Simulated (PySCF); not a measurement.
Molecule: SMILES C(N(CC=C)C)=C, C6H11N.

Geometry (Å), atoms numbered from 1 in this order:
```xyz
18

C     2.3986   -0.8248   -1.2266
C     1.3842   -0.9488   -0.3926
C     1.0423    0.0411    0.6863
N    -0.3133    0.5390    0.5749
C    -0.5788    1.3465   -0.5900
C    -1.3291   -0.2368    1.0852
C    -2.6113   -0.2287    0.7316
H     3.0803    0.0087   -1.1689
H     2.6036   -1.5540   -1.9920
H     0.7040   -1.7878   -0.4680
H     1.1473   -0.4393    1.6653
H     1.7311    0.8915    0.6469
H    -0.7646    0.7451   -1.4886
H     0.2784    1.9922   -0.7760
H    -1.4509    1.9711   -0.4001
H    -1.0062   -0.8692    1.9031
H    -3.0016    0.3671   -0.0727
H    -3.3228   -0.8267    1.2704
```

Frames of a GFN2-xTB Langevin trajectory at 600 K; GIAO PBE0/pcSseg-1 shieldings in PySCF 2.14.0 with density-fitted response routines, gas phase, non-relativistic; equivalent atoms averaged within each frame.

Shifts are taken against calculated references (same method and geometry level): TMS for 13C (186.93 ppm) and 1H (31.72 ppm); 15N (267.73 ppm) against NH3. The references are static minima.

Question: How do the shifts (ppm) fluctuate along the trajectory?

Answer: 
```tsv
time (fs)	C2	C6	C1	C7	C3	C5	N4	H16	H9	H10
250	164.5	145.9	126.1	82.2	65.0	35.9	90.1	7.40	6.97	6.97
425	161.3	150.6	123.0	83.9	61.5	31.8	83.6	6.05	6.43	7.72
625	163.2	148.1	115.4	87.9	76.9	39.2	102.9	6.02	4.38	6.91
800	142.8	155.7	118.2	88.7	71.2	37.6	87.1	6.65	6.00	6.66
1000	125.2	154.0	127.5	79.4	77.6	35.1	106.5	7.03	5.70	5.82
mean of frames	151.4	150.9	122.1	84.4	70.5	35.9	94.0	6.63	5.90	6.82
standard deviation	17.1	4.0	5.1	3.9	7.1	2.8	10.1	0.60	0.97	0.68
```

5 frames give an uncertainty of the mean of about the standard deviation over 2.2 at best, since frames this close in time may not be independent; classical motion lacks zero-point vibration, and the reference would need the same averaging.
